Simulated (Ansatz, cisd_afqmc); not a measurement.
System: HBr, charge 1, doublet. HBr+ (parent SMILES Br, doublet).
B3LYP-D3(BJ)/def2-TZVP minimum from Ansatz (an electronic-structure program):
```xyz
2

Br     0.0000     0.0000    -0.0405
H      0.0000     0.0000     1.4192
```
Charge +1, spin multiplicity 2.

Total energies in cc-pVDZ, 7 correlated electrons, 14 frozen orbitals. UHF or UKS for unpaired electrons; spin-orbit terms are left out. Correlated methods leave the cores frozen (noble-gas shells, and filled d and f shells in the p block). No relativity. AFQMC/CISD: phaseless, guided by CISD from CCSD amplitudes; bars are statistical, one sigma. Outlying blocks are dropped, and bars are widened where a walk drifts. Over all cases where full CI ran beside it in this data, AFQMC minus full CI had a median of +0.1 mEh and passed +0.4 mEh in a tenth of the cases. Spin-orbit terms, left out, reach several kcal/mol for Br and I, and more for heavier atoms. The spin of HBr+ (parent SMILES Br, doublet) was assumed, and the state is the lowest solution found for it.

```json
[
 {"method": "HF", "program": "Ansatz", "energy (Eh)": "-2572.57633", "minus CCSDTQ (mEh)": "120.71"},
 {"method": "MP2", "program": "Ansatz", "energy (Eh)": "-2572.67619", "minus CCSDTQ (mEh)": "20.86"},
 {"method": "CCSD", "program": "Ansatz", "energy (Eh)": "-2572.69478", "minus CCSDTQ (mEh)": "2.27"},
 {"method": "CCSD(T)", "program": "Ansatz", "energy (Eh)": "-2572.69659", "minus CCSDTQ (mEh)": "0.46"},
 {"method": "CCSDT(Q)", "program": "Ansatz", "energy (Eh)": "-2572.69703", "minus CCSDTQ (mEh)": "0.02"},
 {"method": "CCSDTQ", "program": "Ansatz", "energy (Eh)": "-2572.69705", "minus CCSDTQ (mEh)": "0.00"},
 {"method": "AFQMC/CISD", "program": "cisd_afqmc", "energy (Eh)": "-2572.6970 ± 0.0001", "minus CCSDTQ (mEh)": "0.0 ± 0.1"}
]
```

Rough core times of Ansatz's runs on a shared machine: CCSD(T) under 20 s, CCSDT(Q) under 20 s, CCSDTQ 20 s.
